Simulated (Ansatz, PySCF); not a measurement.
C5H4N, doublet, at a GFN2-xTB geometry. Base run: PBE0/6-31G** (PySCF).

Geometry (Å):
```xyz
10

C      0.0623     1.3968    -0.0622
C     -1.1596     0.7870    -0.0450
C     -1.1631    -0.6112     0.0178
N     -0.0588    -1.3172     0.0587
C      1.1041    -0.7113     0.0411
C      1.2251     0.6817    -0.0205
H     -2.0916     1.3287    -0.0770
H     -2.0936    -1.1626     0.0349
H      1.9818    -1.3426     0.0768
H      2.2018     1.1390    -0.0329
```
Charge 0, spin multiplicity 2.
Orbitals are unrestricted.
All else is at PySCF's defaults.

The same geometry, method and basis name were run in Ansatz (a quantum-chemistry and plane-wave program) and PySCF, at each program's defaults and at the settings that a row names. The base is PySCF at its defaults. Differences at the defaults can come from grids, fitting, cores and function types together.

```json
[
 {"code and settings": "PySCF, defaults (exact integrals, its default grid, spherical functions)", "ΔE vs base (mEh)": "0.000", "basis functions": "104", "E (Eh)": "-247.30694", "SCF cycles": "13", "dipole (D)": "1.08"},
 {"code and settings": "Ansatz, defaults (factorised integrals, its default grid, Cartesian functions)", "ΔE vs base (mEh)": "-3.553", "basis functions": "110", "E (Eh)": "-247.31049", "SCF cycles": "-", "dipole (D)": "-"},
 {"code and settings": "PySCF, density fitting with def2-universal-jkfit", "ΔE vs base (mEh)": "-0.022", "basis functions": "104", "E (Eh)": "-247.30696", "SCF cycles": "13", "dipole (D)": "1.08"},
 {"code and settings": "PySCF, fine grid", "ΔE vs base (mEh)": "0.002", "basis functions": "104", "E (Eh)": "-247.30694", "SCF cycles": "13", "dipole (D)": "1.08"},
 {"code and settings": "Ansatz, high accuracy, Cartesian functions as the basis file defines them", "ΔE vs base (mEh)": "-3.556", "basis functions": "110", "E (Eh)": "-247.31050", "SCF cycles": "-", "dipole (D)": "-"}
]
```

Open shells are given as the SCF converged; they aren't shown to be the lowest states, and a large step between rows can be another state.
